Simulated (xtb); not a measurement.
C₄H₉O (SMILES C1CC[OH+]C1), charge +1, singlet, at a GFN2-xTB geometry. Base run: xtb 6.7.1 with GFN2-xTB.

Here is a job for xtb.
```
$ xtb mol.xyz --gfn 2 --chrg 1 --json

# file mol.xyz
14

C     -0.00447944    -1.28472879     0.09392042
C      1.23954683    -0.37690799     0.08282651
C      0.68440553     1.04470378    -0.06175191
O     -0.74163892     0.90458995    -0.37031417
C     -1.15092608    -0.31491245     0.32720489
H     -0.12187878    -1.80153494    -0.85891324
H      0.04576841    -2.03792154     0.87515177
H      1.90529941    -0.63552379    -0.73769529
H      1.80459289    -0.46948605     1.00710049
H      1.15957586     1.63391109    -0.84446657
H      0.72977715     1.59910521     0.87765499
H     -0.83620533     0.74778215    -1.33255069
H     -2.11628290    -0.64158325    -0.05666754
H     -1.24881633    -0.04039584     1.37970000
```

The base run was repeated with changes; each row names its change, and settings that it needs were set with it.

```csv
change,ΔE vs base (kcal/mol),HOMO-LUMO gap (eV),G_solv (kcal/mol),SCF cycles
base,0.000,9.10,-,9
alpb = dmso,-57.59,9.36,-58.47,9
etemp = 3000,0.000,9.10,-,9
alpb = benzene,___,___,___,9
acc = 1000,0.001,9.09,-,5
gbsa = thf,-58.17,9.22,-61.11,9
gbsa = methanol,___,___,___,10
```

Problem. What belongs in the gaps?

Solution. 
- alpb = benzene, ΔE vs base (kcal/mol): -45.02
- alpb = benzene, HOMO-LUMO gap (eV): 9.23
- alpb = benzene, G_solv (kcal/mol): -45.10
- gbsa = methanol, ΔE vs base (kcal/mol): -60.89
- gbsa = methanol, HOMO-LUMO gap (eV): 9.43
- gbsa = methanol, G_solv (kcal/mol): -61.76

ALPB and GBSA are two models with their own fitted parameters for each solvent, which aren't always the measured dielectric constant.
